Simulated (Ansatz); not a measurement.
A nudged elastic band was laid between two geometries of Cl3HOSn + H4Si (11 atoms, charge 0, multiplicity 1).

All numbers below come from Ansatz, RKS PBE0/def2-SVP.

| Quantity | Value |
| --- | --- |
| movable images | 2 |
| climbing image | no |
| spring | 5.0 eV/Å² |
| optimiser | quadratic models (default) |
| start path | through a guess of the saddle point |
| force threshold | 0.05 eV/Å |
| iteration limit | 60 |
| end points | relaxed |

Image 0:

```xyz
11
Properties=species:S:1:pos:R:3
Sn -0.346 0.587 -0.124
O -0.742 0.681 1.789
H -0.332 -0.054 2.268
Cl 1.915 0.924 -0.550
Cl -1.593 2.252 -1.134
Cl -0.939 -1.488 -1.000
Si 1.700 -2.878 1.471
H 0.744 -4.021 1.457
H 2.275 -2.654 0.117
H 2.787 -3.128 2.461
H 0.962 -1.644 1.896
```

Image 3:

```xyz
11
Properties=species:S:1:pos:R:3
Sn 0.395 -0.611 -0.291
O 0.377 -0.140 2.381
H -0.528 0.200 2.414
Cl 1.797 1.282 -0.053
Cl -1.806 0.154 0.132
Cl 0.359 -0.902 -2.631
Si 1.131 -2.740 0.929
H -0.011 -3.154 1.787
H 1.447 -3.784 -0.087
H 2.337 -2.382 1.724
H 0.934 0.652 2.345
```

Which bonds break or form, and what moves?

Bonds broken: Sn1–O2, Si7–H11. Bonds formed: Sn1–Si7, O2–H11. Cl3HOSn + H4Si becomes Cl3H3SiSn + H2O.

Give the energies along the band, and the barrier.

It converged. The highest image is number 1 of 0 to 3, 0.062 eV above the first end and 1.000 eV above the last; the last end lies 0.938 eV below the first. No image climbed, so the highest image needn't sit at the top of the path. A band with more images between the same ends climbed to 1.46 eV, so this one has probably stepped over the top. So few images can step over the top or miss a turn of the path. The orbitals stay closed-shell, which can raise the energy where a bond breaks towards radicals; this wasn't checked here.

| image | path coordinate (Å) | energy (eV) | Sn1–O2 (Å) | Si7–H11 (Å) | Sn1–Si7 (Å) |
| --- | --- | --- | --- | --- | --- |
| 0 | 0.00 | 0.000 | 1.96 | 1.50 | 4.33 |
| 1 | 2.47 | 0.062 | 1.96 | 1.50 | 3.80 |
| 2 | 4.93 | 0.059 | 2.33 | 2.60 | 2.73 |
| 3 | 7.40 | -0.938 | 2.71 | 3.68 | 2.56 |

What is the geometry of the highest image?


```xyz
11
Properties=species:S:1:pos:R:3
Sn -0.155 0.317 0.035
O -0.346 -0.085 1.947
H -1.038 0.473 2.329
Cl 1.870 1.328 -0.473
Cl -1.868 1.816 -0.450
Cl -0.461 -1.551 -1.317
Si 1.678 -2.757 1.317
H 0.281 -3.179 1.612
H 2.197 -3.481 0.121
H 2.549 -3.015 2.500
H 1.723 -1.290 1.029
```

Time of the run: 110 s on 4 threads of Arm Neoverse V2 (shared host), peak memory 0.44 GiB.
